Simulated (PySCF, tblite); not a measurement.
Species: C3H10F3NSi2.
Structure used (GFN2-xTB), in Å, numbered top down from 1:
```
atom  x, y, z in Å
F1    -3.6082    1.1652   -0.2008
C2    -3.2461   -0.1492   -0.1575
C3    -1.7854   -0.2997    0.2821
F4    -1.6993   -0.2142    1.6413
F5    -1.4094   -1.5801   -0.0046
C6    -0.8200    0.7060   -0.3618
N7     0.5174    0.5999    0.1291
Si8    1.6830   -0.5003   -0.5239
Si9    3.6720    0.0634    0.4840
H10   -3.9075   -0.6570    0.5518
H11   -3.3640   -0.5625   -1.1636
H12   -0.8167    0.5186   -1.4368
H13   -1.2239    1.7073   -0.1716
H14    0.5633    0.8100    1.1153
H15    1.3236   -1.9230   -0.3864
H16    1.5938   -0.2178   -1.9658
H17    4.0784    1.4591    0.2959
H18    3.6868   -0.1597    1.9343
H19    4.7526   -0.7566   -0.0682
```

Method used: PBE0/pcSseg-1 in PySCF (dipole) on a GFN2-xTB geometry, gas phase.

Take the most abundant isotopes and a rigid rotor. The values belong to one conformer with, in the numbering `[F:1][CH2:2][C:3]([F:4])([F:5])[CH2:6][NH:7][SiH2:8][SiH3:9]`, F1–C2–C3–F4 81°, C2–C3–C6–N7 176°, C3–C6–N7–Si8 86°, C6–N7–Si8–Si9 172°.

(1) Give the principal moments of inertia and the rotational constants in GHz.

(2) What kind of rotor is it?

(3) Is it planar, by Δ = Ic − Ia − Ib?

(4) Give the other two planar moments, Paa and Pbb, and the rms extents of the mass along the axes.

(5) Which types of transition are allowed, and where do some lines up to J = 2 fall?

(6) Estimate the classical rotational partition function at 25 K, 200 K and 298.15 K.

## Answers

(1) Ia = 181.10, Ib = 1133.41, Ic = 1157.12 u·Å²; 505379 MHz·u·Å²/I gives 2791, 445.9 and 436.8 MHz, that is A = 2.7907, B = 0.4459, C = 0.4368 GHz.

(2) A near-prolate asymmetric top. Ray's parameter κ = (2B − A − C)/(A − C) = -0.992; −1 is the prolate and +1 the oblate limit.

(3) Not planar: Δ = Ic − Ia − Ib = -157.39 u·Å². For a rigid frame Δ = −2 Σ m c², so Σ m c² = 78.69 u·Å² lies off the ab plane: 13.71 from hydrogen and 64.98 from heavier atoms. The atom farthest from that plane is 2.11 Å away.

(4) Paa = Σ m a² = (Ib + Ic − Ia)/2 = 1054.72 and Pbb = Σ m b² = (Ia + Ic − Ib)/2 = 102.40 u·Å². With the mass M = 173.03 u, the rms extents √(P/M) along a, b and c are 2.47, 0.77, 0.67 Å.

(5) The dipole components are |μa| = 0.84 D, |μb| = 0.06 D, |μc| = 0.69 D. The squared components, which scale the intensities, stand as 1.00 : 0.01 : 0.67 (a : b : c). Some lines, for components of 0.1 D or more:

```json
{"type": "a", "branch": "R", "J(Ka,Kc)": "1(0,1) ← 0(0,0)", "MHz": "883", "lower level (cm⁻¹)": "0.000"}
{"type": "a", "branch": "R", "J(Ka,Kc)": "2(1,2) ← 1(1,1)", "MHz": "1756", "lower level (cm⁻¹)": "0.108"}
{"type": "a", "branch": "R", "J(Ka,Kc)": "2(0,2) ← 1(0,1)", "MHz": "1765", "lower level (cm⁻¹)": "0.029"}
{"type": "a", "branch": "R", "J(Ka,Kc)": "2(1,1) ← 1(1,0)", "MHz": "1774", "lower level (cm⁻¹)": "0.108"}
{"type": "c", "branch": "Q", "J(Ka,Kc)": "2(1,2) ← 2(0,2)", "MHz": "2336", "lower level (cm⁻¹)": "0.088"}
{"type": "c", "branch": "Q", "J(Ka,Kc)": "1(1,1) ← 1(0,1)", "MHz": "2345", "lower level (cm⁻¹)": "0.029"}
{"type": "c", "branch": "R", "J(Ka,Kc)": "1(1,0) ← 0(0,0)", "MHz": "3237", "lower level (cm⁻¹)": "0.000"}
{"type": "c", "branch": "R", "J(Ka,Kc)": "2(1,1) ← 1(0,1)", "MHz": "4128", "lower level (cm⁻¹)": "0.029"}
{"type": "c", "branch": "Q", "J(Ka,Kc)": "2(2,1) ← 2(1,1)", "MHz": "7034", "lower level (cm⁻¹)": "0.167"}
{"type": "c", "branch": "R", "J(Ka,Kc)": "2(2,0) ← 1(1,0)", "MHz": "8809", "lower level (cm⁻¹)": "0.108"}
{"type": "c", "branch": "R", "J(Ka,Kc)": "2(2,1) ← 1(1,1)", "MHz": "8818", "lower level (cm⁻¹)": "0.108"}
```

(6) Point group C1, symmetry number σ = 1; q = (√π/σ)·√((kT/h)³/(ABC)), k/h = 20836.6 MHz/K: 28600 at 25 K, 647000 at 200 K, 1180000 at 298.15 K.

Its GFN2-xTB frequencies are all real (lowest 20 cm⁻¹). No vibrational averaging or centrifugal distortion is included, and the geometry carries the error of its method. A rigid rotor knows nothing of inversion at nitrogen or internal rotation, which can split or shift real lines. Quadrupole hyperfine structure (14N) is left out.

On one thread of an Arm Neoverse V1, on a shared host, this took 46 s wall and 0.95 GiB of memory at its peak. This is the PBE0/pcSseg-1 job that gave the dipole, with the shieldings it also computed.
